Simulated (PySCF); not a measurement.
SMILES N#Cc1cc[c]cc1, doublet (PBE0/def2-SVP optimised geometry):

```
12

N     -2.654    -0.020     0.000
C     -1.495    -0.016     0.000
C     -0.061    -0.010     0.000
C      0.639    -1.229     0.000
C      2.036    -1.229     0.000
C      2.654     0.002     0.000
C      2.025     1.226     0.000
C      0.628     1.214     0.000
H      0.084    -2.170     0.000
H      2.596    -2.167     0.000
H      2.577     2.170     0.000
H      0.066     2.151     0.000
```

Computed with unrestricted PBE0/def2-TZVP (PySCF).

### Question
What are the frontier orbital energies (α orbitals alone; a β orbital can be the lowest empty one) and the dipole moment?

### Answer
HOMO-2 -8.28 eV, HOMO-1 -8.01 eV, HOMO -7.89 eV, LUMO -1.73 eV, LUMO+1 -1.19 eV; dipole moment 3.81 D.

On the same geometry unrestricted PBE/def2-TZVP run with PySCF gives HOMO-2 -7.29 eV, HOMO-1 -6.99 eV, HOMO -6.30 eV, LUMO -2.58 eV, LUMO+1 -2.12 eV; dipole moment 3.66 D.

Meta-Löwdin charges at PBE0/def2-TZVP: N1 -0.22, C2 0.10, C3 -0.03, C4 -0.09, C5 -0.13, C6 0.01, C7 -0.13, C8 -0.09, H9 0.14, H10 0.15, H11 0.15, H12 0.14.
